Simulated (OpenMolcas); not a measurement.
Dy2+ with its 6 nearest fluoride ions, on the Cd site of idealised cubic KCdF3 (a = 4.302 Å, distance in the model lattice 2.151 Å). The rest of the host is ab initio model potentials to 7.6 Å, with orthogonalisation functions on the cations behind the ligands, and point charges beyond; the distance is set by hand and nothing relaxes. Ligand basis ANO-RCC-VDZP.

```json
{
  "Program": "OpenMolcas 26.06",
  "Method": "CASSCF",
  "Basis": "ANO-RCC-VDZP [7s6p4d2f1g]",
  "Scalar Hamiltonian": "DKH2, point nucleus",
  "Active space": "10 electrons in 7 orbitals (4f)",
  "State averaging": "2S+1 = 5 even, 35 roots (33 in the spin-orbit step); 2S+1 = 3 even, 106 roots kept (CI in the orbitals of an earlier block); 2S+1 = 1 even, 31 roots kept (CI in the orbitals of an earlier block)",
  "Spin-orbit coupling": "RASSI with atomic mean-field integrals over the reference wave functions"
}
```

All ligands move together. At R = 2.151 Å the width of the lowest J multiplet is 438 cm-1, and at R = 2.3 Å it is 288 cm-1.

Problem. A third run gives 233 cm-1. What distance was it run at?

Solution. With a power law R^-n the two known points give n = -ln(288 / 438) / ln(2.3 / 2.151) = 6.26. Then R = 2.151 × (438 / 233)^(1/6.26) = 2.379 Å. The run was at 2.38 Å, so the estimate is off by -0.001 Å.

High states are left out of the spin-orbit mixing, which shifts the levels that they would mix with. Without dynamic correlation the ligand-field splitting of an f shell can come out too small, at times by half. No measured value stands beside these numbers; the geometry was set by hand and not optimised.
